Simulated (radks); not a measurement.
The numbers below are computed, except where a source is named.
Ionisation ladder of niobium, from Nb to Nb21+. Each ion is in the ground configuration listed by NIST, and IE = E(next ion) - E(this ion). Code: a radial shooting solver on a logarithmic mesh with Libxc functionals. Model: Dirac Kohn-Sham, PBE, spin-unpolarised, spherical densities, point nucleus; open shells are shared between the two j in proportion to 2j + 1.

| species | configuration | IE, Delta-SCF (eV) | -e(HOMO) (eV) | HOMO |
|---|---|---|---|---|
| Nb | [Kr] 4d4 5s1 | 6.638 | 2.980 | 4d5/2 |
| Nb+ | [Kr] 4d4 | ? | 9.242 | 4d5/2 |
| Nb2+ | [Kr] 4d3 | 24.721 | 19.018 | 4d5/2 |
| Nb3+ | [Kr] 4d2 | ? | 30.497 | 4d5/2 |
| Nb4+ | [Kr] 4d1 | 50.283 | 43.302 | 4d5/2 |
| Nb5+ | [Kr] | 102.84 | 93.223 | 4p3/2 |
| Nb6+ | [Ar] 3d10 4s2 4p5 | 120.90 | 110.93 | 4p3/2 |
| Nb7+ | [Ar] 3d10 4s2 4p4 | 139.55 | 129.24 | 4p3/2 |
| Nb8+ | [Ar] 3d10 4s2 4p3 | 158.72 | 148.11 | 4p3/2 |
| Nb9+ | [Ar] 3d10 4s2 4p2 | 178.34 | 167.46 | 4p3/2 |
| Nb10+ | [Ar] 3d10 4s2 4p1 | 198.36 | 187.24 | 4p3/2 |
| Nb11+ | [Ar] 3d10 4s2 | 248.05 | 237.21 | 4s1/2 |
| Nb12+ | [Ar] 3d10 4s1 | ? | 258.98 | 4s1/2 |
| Nb13+ | [Ar] 3d10 | 484.45 | 458.49 | 3d5/2 |
| Nb14+ | [Ar] 3d9 | 535.10 | 508.23 | 3d5/2 |
| Nb15+ | [Ar] 3d8 | 587.43 | 559.67 | 3d5/2 |
| Nb16+ | [Ar] 3d7 | 641.42 | 612.78 | 3d5/2 |
| Nb17+ | [Ar] 3d6 | 697.03 | 667.52 | 3d5/2 |
| Nb18+ | [Ar] 3d5 | 754.23 | 723.87 | 3d5/2 |
| Nb19+ | [Ar] 3d4 | ? | 781.79 | 3d5/2 |
| Nb20+ | [Ar] 3d3 | 873.27 | 841.25 | 3d5/2 |
| Nb21+ | [Ar] 3d2 | 935.04 | 902.22 | 3d5/2 |

Estimate the withheld Delta-SCF values.

Answer. Nb+: 14.039 eV (NIST 14.320); Nb3+: 36.901 eV (NIST 37.61); Nb12+: 270.09 eV (NIST 268.59); Nb19+: 812.98 eV (NIST 816).

Beside tabulated values, note that spin-unpolarised runs miss the spin-polarisation part of the exchange energy of open shells.
